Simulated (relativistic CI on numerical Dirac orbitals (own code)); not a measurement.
Co2+ in a cubic cluster: L2,3 absorption with charge transfer

Computed with a charge-transfer multiplet model of a cubic metal-ligand cluster with up to 3 ligand holes, Slater and spin-orbit integrals from Dirac-Coulomb-Breit ions, Slater integrals scaled by 0.8. The parameters are those of a tetrahedral site (10Dq negative, t2 hopping the larger). The ground state mixes d7 with configurations of k ligand holes L, whose averages lie at kΔ + k(k − 1)U_dd/2; a core hole lowers each added d electron by U_cd. 300 K, Lorentzian 0.4 eV and Gaussian 0.3 eV FWHM.

Atomic integrals in eV (Slater integrals scaled, ζ unscaled), ground: F2dd 9.233, F4dd 5.731, zeta_d 0.063; with the core hole: F2dd 9.869, F4dd 6.132, zeta_d 0.084, zeta_core 9.670, F2cd 5.831, G1cd 4.368, G3cd 2.482.

Cluster parameters (eV): Δ = 4, U_dd = 6.4, U_cd = 7.9, 10Dq = -0.25, 10Dq(ligand) = 0, final-state hopping factor = 0.9.

Weights, n_d and S are thermal averages at 300 K. Photon energies count from the first peak over 30 % of the highest in each spectrum, which can be another peak from case to case. The parameters are a model scan and need not match a compound or its usual spin state. Peaks in eV (height, largest 100): 0.0 (100), 1.0 (64), 15.4 (43), 16.9 (11).

Problem. Which parameters give this spectrum?
A. V(eg) = 1.5 eV, V(t2g) = -2.55 eV
B. V(eg) = 1.2 eV, V(t2g) = -2.04 eV
C. V(eg) = 0.3 eV, V(t2g) = -0.51 eV
D. V(eg) = 0.6 eV, V(t2g) = -1.02 eV

Solution. A. V(eg) = 1.5 eV, V(t2g) = -2.55 eV; the ground state then has 7.32 d electrons and S = 1.50. The choice follows from running the model for each set and comparing peak positions and heights.
